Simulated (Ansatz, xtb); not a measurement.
## Relative energy of two isomers of C6H9NO

Structure I is `C#C[C@@H]1CO[C@@H](N)C1`, a singlet and structure II is `C#C[C@@H]1CCO[C@@H]1N`, a singlet. Both are isolated molecules in the gas phase, relaxed with r2SCAN-D4/def2-SVP, each in the lowest conformer that the search found.

I (Å):

| atom | x (Å) | y (Å) | z (Å) |
| --- | --- | --- | --- |
| C | -2.0452 | -1.9140 | -1.0121 |
| C | -1.0985 | -1.7411 | -0.2698 |
| C | 0.0282 | -1.5243 | 0.6326 |
| C | -0.1505 | -2.2398 | 1.9920 |
| C | -0.9122 | -0.0206 | 2.2483 |
| C | 0.1132 | -0.0675 | 1.1164 |
| N | -0.6287 | 0.9877 | 3.2121 |
| O | -0.9091 | -1.3642 | 2.7990 |
| H | -2.8800 | -2.0713 | -1.6692 |
| H | 0.9587 | -1.8484 | 0.1342 |
| H | -0.6730 | -3.2053 | 1.8951 |
| H | 0.8484 | -2.4290 | 2.4376 |
| H | -1.9274 | 0.1664 | 1.8500 |
| H | -1.3452 | 0.9950 | 3.9371 |
| H | 0.2588 | 0.7876 | 3.6764 |
| H | 1.1190 | 0.1258 | 1.5291 |
| H | -0.0878 | 0.6753 | 0.3324 |

II (Å):

```xyz
17

C     3.1113    2.0783   -1.5329
C     2.4645    1.1661   -1.0546
C     1.7041    0.0871   -0.4502
C     0.1710    0.2855   -0.4184
C    -0.2610   -0.5624    0.7956
C     1.9850   -0.1711    1.0535
N     1.9064    1.0719    1.7845
O     0.9374   -1.0301    1.4221
H     3.6786    2.8780   -1.9717
H     1.9408   -0.8567   -0.9735
H    -0.2999   -0.0339   -1.3596
H    -0.0549    1.3490   -0.2590
H    -0.8471   -1.4523    0.5150
H    -0.8562    0.0389    1.5044
H     2.9196   -0.7488    1.2046
H     2.1572    0.9179    2.7604
H     2.5602    1.7543    1.3983
```

Estimate E(II) − E(I) at the level CCSD(T)/def2-SVP + ΔMP2/def2-TZVPP.

Too close to call at this level: CCSD(T)/def2-SVP + ΔMP2/def2-TZVPP gives E(II) − E(I) = +0.23 kcal/mol.

Level by level:

```json
{"level": "GFN2-xTB", "geometry": "GFN2-xTB", "E(II) − E(I) (kcal/mol)": "+2.57", "departure from the last row (kcal/mol)": "+2.34", "job, with rough time for the two": "optimisation, 0.47 s"}
{"level": "HF/STO-3G", "geometry": "GFN2-xTB", "E(II) − E(I) (kcal/mol)": "+1.59", "departure from the last row (kcal/mol)": "+1.36", "job, with rough time for the two": "single point, 0.72 s"}
{"level": "r2SCAN-D4/def2-SVP//GFN2-xTB", "geometry": "GFN2-xTB", "E(II) − E(I) (kcal/mol)": "+0.12", "departure from the last row (kcal/mol)": "−0.11", "job, with rough time for the two": "single point, 8.1 s"}
{"level": "r2SCAN-D4/def2-SVP", "geometry": "r2SCAN-D4/def2-SVP", "E(II) − E(I) (kcal/mol)": "+0.56", "departure from the last row (kcal/mol)": "+0.33", "job, with rough time for the two": "optimisation, 2.2 min"}
{"level": "HF/def2-SVP", "geometry": "r2SCAN-D4/def2-SVP", "E(II) − E(I) (kcal/mol)": "+1.21", "departure from the last row (kcal/mol)": "+0.97", "job, with rough time for the two": "part of the CCSD(T) run"}
{"level": "MP2/def2-SVP", "geometry": "r2SCAN-D4/def2-SVP", "E(II) − E(I) (kcal/mol)": "+0.53", "departure from the last row (kcal/mol)": "+0.30", "job, with rough time for the two": "part of the CCSD(T) run"}
{"level": "CCSD(T)/def2-SVP", "geometry": "r2SCAN-D4/def2-SVP", "E(II) − E(I) (kcal/mol)": "+0.62", "departure from the last row (kcal/mol)": "+0.38", "job, with rough time for the two": "single point"}
{"level": "CCSD(T)/def2-SVP + ΔMP2/def2-TZVPP", "geometry": "r2SCAN-D4/def2-SVP", "E(II) − E(I) (kcal/mol)": "+0.23", "departure from the last row (kcal/mol)": "", "job, with rough time for the two": "single point, 4.2 min"}
```

As drawn, both hold the same kinds of bond in the same numbers.

The largest departure from CCSD(T)/def2-SVP + ΔMP2/def2-TZVPP is that of GFN2-xTB, 2.34 kcal/mol. The last row adds to CCSD(T) the change of the MP2 difference between the two basis sets, here −0.38 kcal/mol.

With thermal terms from frequencies at re-optimised GFN2-xTB minima (ideal gas, soft modes damped towards free rotors, one conformer each, 298.15 K, 1 atm): on the last row, ΔE + ΔZPE = +0.04, ΔH = +0.13, ΔG = −0.12 kcal/mol.

The correlated steps freeze 8 core orbitals. Programs: Ansatz 0.2.0, xtb 6.7.1; the last row on 2 threads of Arm Neoverse V2 on a shared host.
